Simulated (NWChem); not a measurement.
# SeICl; SMILES Cl[Se]I

```xyz
3

Se     0.7477    -1.0056     0.0000
Cl    -1.0748    -2.2014     0.0000
I     -0.1349     1.3512     0.0000
```
Atoms are numbered in this order, from 1.

Results from NWChem. Structure relaxed at the PBE0/def2-SVP level. def2 effective core potentials on I; no spin-orbit coupling.

For level BHandHLYP/def2-SVP:

```yaml
highest occupied level (eV): -7.76
orbital gap (eV): 5.54
```

Problem. Estimate the same quantities for level LC-wPBE (HJS exchange hole, range parameter 0.4 per bohr)/def2-SVP.

Solution. 
| Quantity | Result |
|---|---|
| highest occupied level (eV) | -9.46 |
| orbital gap (eV) | 8.36 |
